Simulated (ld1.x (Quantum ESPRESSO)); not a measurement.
Plane-wave convergence, ultrasoft potential for Br (Z = 35)

ld1.x (Quantum ESPRESSO) 7.5 input, shortened:

```
&input
   title='Br', zed=35., rel=1, dft='PBE', iswitch=3,
   config='[Ar] 3d10 4s2 4p5'
 /
 &inputp
   pseudotype=3, tm=.true., lloc=-1, rcloc=1.50,
   nlcc=.true.,
   which_augfun='PSQ', rmatch_augfun=1.00
 /
6
4S  1  0   2.00   0.00  1.40  1.70  0.0
4S  1  0   0.00   2.40  1.40  1.70  0.0
4P  2  1   5.00   0.00  1.05  1.35  0.0
4P  2  1   0.00   0.20  1.05  1.35  0.0
3D  3  2  10.00   0.00  1.00  1.10  0.0
3D  3  2   0.00  -3.05  1.00  1.10  0.0
 &test
   configts(1)='3d10 4s2 4p5'
 /
```

The pseudo-atom Hamiltonian at the reference potential is diagonalised in spherical Bessel functions j_l(qr) that vanish at 20 bohr, with q² up to the cutoff. All-electron valence levels (Ry): 4s -1.4798, 4p -0.5777, 3d -4.9037.

Problem. How do the lowest levels (Ry) of each channel move with the cutoff, and are there ghosts?

Solution.

```
cutoff (Ry)     s #1     s #2     p #1     d #1    d #2    f #1    f #2  Σ f·Δε (mRy)
          8  -1.4793  -0.0333  -0.5651   0.0627  0.1098  0.1178  0.2501       49729.1
         15  -1.4795  -0.0336  -0.5702  -0.8741  0.0725  0.1178  0.2501       40334.3
         21  -1.4796  -0.0336  -0.5737  -2.4356  0.0717  0.1178  0.2501       24702.2
         30  -1.4798  -0.0336  -0.5771  -3.6787  0.0713  0.1178  0.2501       12253.9
         45  -1.4798  -0.0336  -0.5775  -4.6048  0.0711  0.1178  0.2501        2990.9
         60  -1.4798  -0.0336  -0.5776  -4.8398  0.0709  0.1178  0.2501         639.6
         80  -1.4799  -0.0336  -0.5777  -4.8960  0.0708  0.1178  0.2501          77.3
        100  -1.4799  -0.0336  -0.5777  -4.9021  0.0707  0.1178  0.2501          16.3
        140  -1.4799  -0.0336  -0.5777  -4.9034  0.0706  0.1178  0.2501           3.7
        200  -1.4799  -0.0336  -0.5777  -4.9036  0.0706  0.1178  0.2501           1.0
        260  -1.4799  -0.0336  -0.5777  -4.9037  0.0706  0.1178  0.2501           0.3
        400  -1.4799  -0.0336  -0.5777  -4.9037  0.0706  0.1178  0.2501           0.0
```

Result: no extra level below or beside the all-electron valence levels (s, p, d, f tested); 10 mRy is reached at 140 Ry and 1 mRy at 200 Ry.

Test run stopped at test 5 of 7 (negative rho).
